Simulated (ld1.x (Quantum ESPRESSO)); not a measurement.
## boron: one change to a TM potential, before and after

```
Element                 : boron (B)
Generator               : ld1.x (Quantum ESPRESSO) 7.5
Type                    : norm-conserving Troullier–Martins (Kleinman–Bylander form)
Functional              : LDA (PZ)
Relativity              : scalar-relativistic
Frozen core             : [He]
Valence charge          : 3
Reference configuration : 2s1.75 2p1.25
Partial waves           : 2p (bound): rc 2.45 bohr; 3d channel at 0.45 Ry: rc 2.20 bohr; 2s (bound): rc 1.70 bohr
Local potential         : the s channel
Core correction         : none
```

All-electron outer shells of the reference configuration (LDA (PZ), scalar-relativistic, ld1.x):

```tsv
shell	level (eV)	outermost node (bohr)	outermost maximum (bohr)
1s	-178.93	–	0.21
2s	-9.51	0.46	1.52
2p	-3.84	–	1.55
```

Change: all radii scaled by about 1.27 (s 2.16, p 3.12, d 2.80 bohr).

Cutoffs: the cutoffs (Ry, on a coarse ladder) from which the occupation-weighted sum of valence levels, in a spherical-Bessel basis at the reference potential, stays within 10 and 1 mRy of its value at 400 Ry; they do not see the model core or the augmentation charge, which bear on the density cutoff. Errors are all-electron minus pseudo energies relative to the spin-unpolarised reference configuration.

Question: How do hardness, ghosts and transferability respond?

Answer: The potential gets softer (18 Ry and 40 Ry → 12 Ry and 18 Ry); of the 9 tests that both files solve, the error grows in 7 and shrinks in 2 by more than 15 % and 0.3 meV (median size 3.7 → 17.6 meV); neither file shows a bound ghost. A larger radius leaves more room for a smooth pseudo-wave, so fewer plane waves are needed.

| quantity | base | changed |
| --- | --- | --- |
| cutoff, loose | 18 Ry | 12 Ry |
| cutoff, tight | 40 Ry | 18 Ry |
| loose cutoff by channel (10 mRy a level) | p 15 Ry, s 15 Ry | p 10 Ry, s 8 Ry |
| bound ghosts | none | none |
| error for 2s2 2p1, meV [ΔE -1.42 eV] | 0.0 | -0.9 |
| error for 2s2 2p0, meV [ΔE 6.91 eV] | +57 | +138 |
| error for 2s1 2p0, meV [ΔE 32.21 eV] | +213 | +416 |
| error for 2s1 2p2, meV [ΔE 4.27 eV] | +0.2 | -7.0 |
| error for 2s0 2p3, meV [ΔE 9.98 eV] | +3.7 | -30 |
| error for 2s2 2p1.3, meV [ΔE -2.19 eV] | -0.5 | -2.0 |
| error for 2s1 2p1, meV [ΔE 12.86 eV] | -3.1 | -18 |
| error for 2s1.75 2p1.25 (spin-polarised), meV [ΔE -0.56 eV] | +52 | +38 |
| error for 2s2 2p1 (spin-polarised), meV [ΔE -1.65 eV] | +21 | +13 |
